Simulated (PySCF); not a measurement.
Predicted microwave data (PBE0/pcSseg-1 in PySCF (dipole) on a GFN2-xTB geometry, gas phase) for one isomer of C9H13F:

| Quantity | Value |
| --- | --- |
| Rotational constants | A = 1907, B = 1025, C = 806.5 MHz |
| Dipole components | \|μa\| = 1.66 D, \|μb\| = 1.37 D, \|μc\| = 0.04 D |
| Inertial defect | -131.32 u·Å² |
| κ | -0.60 |

Question: Which structure is it? (One computed conformer of each.)
A. `[CH2:1]=[C:2]1[CH2:3][CH2:4][CH2:5][C@@H:6]([C:7](=[CH2:8])[F:9])[CH2:10]1` with C5–C6–C7–C8 -119°, C1–C2–C3–C4 -123°, C2–C3–C4–C5 -56°, C3–C4–C5–C6 59°, C4–C5–C6–C7 180°
B. `[CH3:1][CH2:2][C:3]1=[CH:4][CH:5]=[CH:6][C@@H:7]1[CH2:8][CH2:9][F:10]` with C1–C2–C3–C4 -121°, C6–C7–C8–C9 -57°, C7–C8–C9–F10 77°
C. `[CH2:1]=[C:2]([CH3:3])[C:4](=[CH2:5])[C:6](=[CH2:7])[CH2:8][CH2:9][F:10]` with C1–C2–C4–C5 152°, C2–C4–C6–C7 -48°, C4–C6–C8–C9 -64°, C6–C8–C9–F10 175°

Answer: B. It is CCC1=CC=C[C@@H]1CCF, an asymmetric top, point group C1. The candidates at the same level (rigid rotor, commonest isotopes):

| SMILES | A (MHz) | B (MHz) | C (MHz) | μa (D) | μb (D) | μc (D) | Δ (u·Å²) | point group | rotor |
| --- | --- | --- | --- | --- | --- | --- | --- | --- | --- |
| CCC1=CC=C[C@@H]1CCF | 1907 | 1025 | 806.5 | 1.66 | 1.37 | 0.04 | -131.32 | C1 | asymmetric top |
| C=C(C)C(=C)C(=C)CCF | 2065 | 743.0 | 714.1 | 1.99 | 0.51 | 0.01 | -217.22 | C1 | near-prolate asymmetric top |
| C=C1CCC[C@@H](C(=C)F)C1 | 2357 | 868.7 | 752.7 | 0.72 | 0.38 | 1.11 | -124.70 | C1 | asymmetric top |

`C=C1CCC[C@@H](C(=C)F)C1` has A 24 % too high; `C=C(C)C(=C)C(=C)CCF` has B 28 % too low. No structure here is proved a minimum.
